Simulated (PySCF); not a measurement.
**Static response to an electric field**

Species: C6H5Cl2N.
Cartesian coordinates in Å at the GFN2-xTB level; atoms count from 1:
```xyz
14
C6H5Cl2N angstrom
N      3.3138   -0.9191    0.1219
C      2.2655   -0.4568    0.0536
C      0.9964    0.1205   -0.0343
C     -0.2655   -0.3560    0.0122
C     -0.8868   -1.6799    0.1699
Cl    -1.5045   -1.8284    1.8606
C     -0.8810    1.0112   -0.1070
Cl    -1.8998    1.2469   -1.5476
C      0.5642    1.5595   -0.2187
H     -1.7519   -1.7935   -0.4842
H     -0.1710   -2.4873    0.0197
H     -1.4522    1.3539    0.7549
H      0.8655    2.2480    0.5689
H      0.8065    1.9805   -1.1920
```

Level: wB97X-D/def2-SVPD (PySCF), static field, nuclei fixed, core orbitals frozen in the response. The polarisability tensor in these axes (au):

```
x   128.62  -2.72   1.26
y    -2.72  93.55 -11.42
z     1.26 -11.42  86.23
```

Q: Give the principal values, the mean and the anisotropy Δα = √{½[(α1 − α2)² + (α2 − α3)² + (α1 − α3)²]}.

A: Principal values 77.89, 101.56 and 128.95 au; mean 102.80 au = 15.23 Å³ = 16.95 × 10⁻⁴⁰ C²·m²/J; Δα = 44.25 au (43 % of the mean).

Q: What is the dipole moment, and where does it point?

A: (-1.83, 1.38, -0.41) D, 2.33 D in size, pointing from the negative to the positive side. Measured along this direction, the outermost atoms are N1 at the negative end and Cl8 at the positive end.

Q: Orientational against electronic polarisability at 273 K (dilute gas, rigid molecules)?

A: In Gaussian units μ²/3kT = 47.83 Å³ against 15.23 Å³, a ratio of 3.14; the Debye molar polarisation (4π/3)N_A(α + μ²/3kT) is 159.1 cm³/mol, leaving out the vibrational part.

Q: Rayleigh depolarisation ratio (linearly polarised light, static tensor)?

A: ρ = 3Δα²/(45ᾱ² + 4Δα²) = 5875.4/(475550 + 7833.9) = 0.0122.

Q: Sum over states: ᾱ = Σ f/ω², ω in Eh. What share falls to these 8 lowest TDDFT singlets (eV, f)? 5.52, 0.3154; 5.91, 0.0091; 6.02, 0.0113; 6.14, 0.0645; 6.29, 0.0107; 6.49, 0.0089; 6.85, 0.0017; 7.43, 0.0316.

A: They add up to 10.16 au, 9.9 % of the 102.80 au; the largest single term is 7.66 au, from the state at 5.52 eV. Terms in order: 7.66, 0.19, 0.23, 1.27, 0.20, 0.16, 0.03, 0.42 au. Higher excitations give the rest. The strengths listed sum to 0.453.

Q: Find the Langevin capture rate constant for O2+ (31.990 u) meeting this molecule (160.980 u), k = 2.342 × 10⁻⁹ cm³/s × √(α in Å³ / reduced mass in u).

A: The reduced mass is 26.69 u, so k = 1.77 × 10⁻⁹ cm³/s. The formula leaves out the permanent dipole, which adds to the capture rate.

Q: Refractivity n − 1 of an ideal gas of it at 500 K and 1 atm, from the electronic α?

A: N = p/kT = 1.4678 × 10¹⁹ cm⁻³, so n − 1 = 2π × N × 15.23 × 10⁻²⁴ cm³ = 1405 × 10⁻⁶ at long wavelengths.

One conformer (not necessarily the lowest) at the GFN2-xTB geometry, without solvent, vibrations or thermal averaging.

These values come from a run that also computed excited states. The run took 88 s wall on one thread, Intel Xeon at 2.70 GHz (x86_64), no GPU, shared host with 64 logical CPUs at a one-minute load of 60, and the process peaked at 1.0 GiB of memory.

The pairwise dispersion term of wB97X-D wasn't added to the energies; at a given geometry it leaves orbitals and properties as they are.
